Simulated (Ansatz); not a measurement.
```xyz
9

C     0.0000    0.0000    0.0000
C     0.0000    0.0000    1.3350
C     0.0000    1.2362   -0.8496
H     0.0000   -0.9646   -0.5075
H     0.0000   -0.9343    1.8964
H     0.0000    0.9343    1.8964
H     0.0000    2.1180   -0.2089
H     0.8898    1.2451   -1.4791
H    -0.8898    1.2451   -1.4791
```

Basis set: 6-31G* (spherical functions). Correlated methods keep 3 orbitals frozen. Charge 0, multiplicity 1.

Computed with Ansatz (development build ahead of 0.2.0); each method stands on the lowest determinant of its kind that the runs found. Restricted open shells among the atoms or ions are ROHF, correlated in semicanonical orbitals with singles.

**Question.** Give the atomization energy at this shape (free ground-state atoms in the same class of orbitals less the molecule, no zero-point energy) of singlet C3H6 by RHF-MP2, RHF.

**Answer.**

```csv
method,atomization energy
RHF-MP2,3328.7 kJ/mol
RHF,2755.6 kJ/mol
```
